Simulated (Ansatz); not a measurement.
C₂H₈AlNO, one more setting.

```yaml
crystal:
  periodic: [false, false, false]
  atoms:
    - {symbol: N, position_ang: [-1.186336, -1.031563, 0.983258]}
    - {symbol: C, position_ang: [0.098411, -1.274033, 0.462771]}
    - {symbol: O, position_ang: [0.667267, -0.234158, -0.373552]}
    - {symbol: C, position_ang: [0.943752, 1.101917, 0.215876]}
    - {symbol: Al, position_ang: [0.049155, 1.191204, -1.514562]}
    - {symbol: H, position_ang: [-1.216533, -0.298442, 1.676391]}
    - {symbol: H, position_ang: [-1.881312, -0.859743, 0.269627]}
    - {symbol: H, position_ang: [0.082012, -2.148031, -0.189791]}
    - {symbol: H, position_ang: [0.807971, -1.432539, 1.277919]}
    - {symbol: H, position_ang: [0.341211, 1.248506, 1.113710]}
    - {symbol: H, position_ang: [2.007232, 1.174310, 0.434134]}
    - {symbol: H, position_ang: [0.847296, 1.246128, -2.882276]}
    - {symbol: H, position_ang: [-1.539925, 1.281745, -1.458504]}
basis:
  gaussian: {orbitals: "6-31++G**"}
hamiltonian: {xc: {name: PBE0}}
accuracy: high
```

```sh
$ ansatz run in.yaml --threads 4 --pin off --events-out ev --progress --plain --max-ram 10444MiB
```

It prints (some lines left out):

```
Functional definition: PBE0
3235 factors; integrals over basis functions are off by at most 3.6e-9 eV
mean field evaluation 1: about -12318.1938 eV, gradient 6.6e1 eV
mean field evaluation 2: about -12310.4061 eV, gradient 8.7e1 eV
mean field evaluation 4: about -12327.5767 eV, gradient 6.6e0 eV
mean field evaluation 8: about -12327.8159 eV, gradient 2.0e-1 eV
mean field evaluation 16: about -12327.8160 eV, gradient 4.1e-5 eV
mean field -12327.81599850 eV, -453.0388818510 hartree, gradient 5.8e-8 eV, S^2 0.000000; 0 other end points of the search recorded, 0 dependent functions left out
reference -12327.81600376 eV, -453.0388820444 hartree; 24, 24 occupied and 123, 123 virtual orbitals, 3235 factors
Total energy: -12327.81600376 eV, -453.0388820444 hartree
```

Hardware: 4 threads of an Oxide Virtual Turin-like on a shared host. Wall time 6.5 s, peak host memory 0.76 GiB.
